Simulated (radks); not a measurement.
These are the eigenvalues of the occupied orbitals of an atom or ion with whole-number occupations (hartree). Calculated with a radial shooting solver on a logarithmic mesh with Libxc functionals: Dirac Kohn-Sham, PBE, spin-unpolarised, spherical densities, finite nucleus; Fermi nuclear charge, rms radius of each element as measured or else 0.836 A^(1/3) + 0.57 fm.

1s1/2: -1216.551
2s1/2: -287.4907
2p1/2: -282.1130

Which element is it, and in what charge state? The configuration may be excited. Open shells, if any, fill j = l - 1/2 first.

Answer. Z = 50, tin, charge +45: Sn45+ in [He] 2s2 2p1. The list shows which subshells hold electrons but not how many an open one holds; the 1s level, -1216.6 hartree, gives Z - s = 49.3 by -(Z - s)^2/2, which with screening and relativity narrows Z to a few neighbours, and the depths of the outer levels then fix element, charge and occupations together.
